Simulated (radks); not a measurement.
Spin polarisation of the 4d8 shell in Pd2+. Start: [Kr] 4d(up 4, down 4); electrons of 4d are moved from spin down to spin up, other shells keep equal spins. Method: scalar-relativistic Kohn-Sham, PBE, spin-polarised, spherical densities, finite nucleus; Fermi nuclear charge, rms radius of each element as measured or else 0.836 A^(1/3) + 0.57 fm; computed with a radial shooting solver on a logarithmic mesh with Libxc functionals.

moment (Bohr magnetons)  E - E(0) (eV)  e(4d up) (eV)  e(4d down) (eV)  4p down minus up (eV)  4s down minus up (eV)
0                                0.000        -27.326          -27.326                  0.000                  0.000
0.5                             -0.046        -27.505          -27.138                  0.377                  0.363
1                               -0.183        -27.675          -26.943                  0.755                  0.726
1.5                             -0.412        -27.838          -26.738                  1.133                  1.089
2                               -0.733        -27.992          -26.524                  1.513                  1.453

At moment 2 the spin-polarisation energy is -0.733 eV and the 4d exchange splitting 1.468 eV, that is 0.734 eV per Bohr magneton; E = -I m^2/4 would give I = 0.733 eV.
